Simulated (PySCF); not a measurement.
MgF₂, SMILES [F][Mg][F].

Geometry: ωB97X-D3(BJ)/def2-TZVP. The isomer is the one that the SMILES or the coordinates give; other isomers of the formula were not compared.

Two levels are set side by side: TDA-PBE/def2-TZVPD (PySCF) and TDA-PBE0/def2-TZVPD (PySCF). Vertical, same geometry. The lowest singlet is HOMO−1→LUMO 100 % with PBE and HOMO→LUMO 99 % with the other functional; states are paired by order. Differences are taken from unrounded values.

```csv
quantity,TDA-PBE0,TDA-PBE,TDA-PBE minus TDA-PBE0
lowest singlet excitation (eV),6.91,5.85,-1.05
lowest triplet excitation (TDA) (eV),6.70,5.68,-1.02
first bright state (f over 0.05) (eV),7.05,6.00,-1.05
its oscillator strength,0.08,0.07,-0.01
```

Functionals without exact exchange tend to place singlet excitations lower, as here. Differences between two approximate levels are no errors against the true value.

Rough cost on one machine, each run with all the roots and properties that it gave: TDA-PBE0 against TDA-PBE about 2 times.
